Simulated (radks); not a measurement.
Spin polarisation of the 5d6 shell in the osmium ion Os2+. Start: [Xe] 4f14 5d(up 3, down 3); electrons of 5d are moved from spin down to spin up, other shells keep equal spins. Method: non-relativistic Kohn-Sham, PBE, spin-polarised, spherical densities, point nucleus; computed with a radial shooting solver on a logarithmic mesh with Libxc functionals.

| moment (Bohr magnetons) | E - E(0) (eV) | e(5d up) (eV) | e(5d down) (eV) | 5p down minus up (eV) | 4f down minus up (eV) |
|---|---|---|---|---|---|
| 0 | 0.000 | -23.617 | -23.617 | 0.000 | 0.000 |
| 1 | -0.169 | -23.938 | -23.261 | 0.619 | 0.099 |
| 2 | -0.678 | -24.227 | -22.868 | 1.242 | 0.199 |
| 3 | -1.529 | -24.483 | -22.437 | 1.871 | 0.298 |
| 4 | -2.725 | -24.708 | -21.965 | 2.508 | 0.398 |

At moment 4 the spin-polarisation energy is -2.725 eV and the 5d exchange splitting 2.742 eV, that is 0.686 eV per Bohr magneton; E = -I m^2/4 would give I = 0.681 eV.
